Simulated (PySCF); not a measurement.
NICS in one family of compounds.

NICS is the negative of the GIAO shielding at a point without a nucleus: at the ring centre (0) and 1 Å above and below it (1); zz is the component along the ring normal. Level: GIAO PBE0/pcSseg-1 (PySCF, non-relativistic, gas phase) on the GFN2-xTB geometries, one conformer each. Atom numbers follow the mapped SMILES.

**Question.** Order these rings by mean NICS(1)zz, lowest (most negative) first (ppm).
A. ring C4–C5–C6–C8–N9–N10 in `[CH3:1][C:2](=[O:3])[c:4]1[cH:5][c:6]([F:7])[cH:8][n:9][n:10]1`
B. ring C3–N4–N5–C6–C8–C9 in `[CH3:1][S:2][c:3]1[n:4][n:5][c:6]([CH3:7])[cH:8][c:9]1[F:10]`
C. ring C2–C3–N4–N5–C6–C10 in `[F:1][c:2]1[cH:3][n:4][n:5][c:6]([CH:7]2[CH2:8][CH2:9]2)[cH:10]1`

**Answer.** A (-27.7), C (-25.6), B (-23.8).

| SMILES | ring | NICS(0) | NICS(1) | NICS(1)zz | HOMA | rms pucker (Å) | ring atoms with four or more neighbours |
| --- | --- | --- | --- | --- | --- | --- | --- |
| CC(=O)c1cc(F)cnn1 | 6-membered ring with 2 N; formal bonds all aromatic | -7.7 | -11.8 | -27.7 | 0.98 | 0.00 | 0 |
| Fc1cnnc(C2CC2)c1 | 6-membered ring with 2 N; formal bonds all aromatic | -6.9 | -11.1 | -25.6 | 0.97 | 0.00 | 0 |
| CSc1nnc(C)cc1F | 6-membered ring with 2 N; formal bonds all aromatic | -6.5 | -10.6 | -23.8 | 0.94 | 0.00 | 0 |

NICS(0) gives the same order. The isotropic NICS(1) gives the same order. HOMA uses Krygowski's 1993 parameters. NICS(1) and NICS(1)zz are means over the two faces.
